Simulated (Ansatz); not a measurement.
Abridged output of a molecular run in Ansatz:

```
Functional definition: HF
1546 factors; integrals over basis functions are off by at most 9.6e-4 eV
mean field evaluation 1: about -13863.3249 eV, gradient 4.6e1 eV
mean field evaluation 2: about -13863.5134 eV, gradient 4.6e1 eV
mean field evaluation 4: about -13867.9858 eV, gradient 3.9e0 eV
mean field evaluation 8: about -13868.0517 eV, gradient 2.2e-1 eV
mean field -13868.05185970 eV, -509.6415057409 hartree, gradient 7.6e-6 eV, S^2 0.000000; 0 other end points of the search recorded, 0 dependent functions left out
9 core orbitals not correlated: weight in the atoms' cores, before any rotation towards them, 1.000 or more for the frozen orbitals, at most 0.000 for the correlated occupied ones
reference -13868.05185970 eV, -509.6415057409 hartree; 15, 15 occupied and 240, 240 virtual orbitals, 1546 factors
second order -23.36148150 eV of doubles, -0.00000000 eV of singles
cycle   1  -23.98578690 eV  change   -6.2e-1 eV  update   9.8e-2
cycle   2  -24.50967288 eV  change   -5.2e-1 eV  update   2.9e-2
cycle   3  -24.63045653 eV  change   -1.2e-1 eV  update   1.6e-2
cycle   4  -24.62187875 eV  change    8.6e-3 eV  update   4.0e-3
cycle   5  -24.61988482 eV  change    2.0e-3 eV  update   2.2e-3
cycle   6  -24.62070371 eV  change   -8.2e-4 eV  update   8.9e-4
cycle   7  -24.62050758 eV  change    2.0e-4 eV  update   4.0e-4
cycle   8  -24.62039264 eV  change    1.1e-4 eV  update   1.3e-4
cycle   9  -24.62045071 eV  change   -5.8e-5 eV  update   5.2e-5
cycle  10  -24.62046630 eV  change   -1.6e-5 eV  update   1.7e-5
perturbative correction -0.83777942 eV, -0.0307878257 hartree
Total energy: -13893.51010542 eV, -510.5770790148 hartree
```

Its atoms:

```xyz
12

B     0.287    1.368   -1.400
Si    0.233    0.242    0.263
C     0.546   -1.584    0.106
N    -1.337    0.450    0.901
F     1.398    0.812    1.230
H    -0.024    2.524   -1.343
H     0.581    0.947   -2.481
H    -0.147   -2.041   -0.604
H     1.564   -1.770   -0.244
H     0.430   -2.087    1.071
H    -1.759    1.361    0.987
H    -1.771   -0.222    1.512
```

(1) Which basis set was used?
A. def2-QZVPP
B. def2-SVPD
C. cc-pV(D+d)Z
D. def2-TZVPP

(2) Write the keys of the input that set method, charge and spin (a neutral closed shell needs none for the last two).

Answers

(1) D. It gives 264 functions.

(2) 
```yaml
correlation: {method: ccsd_t}
```
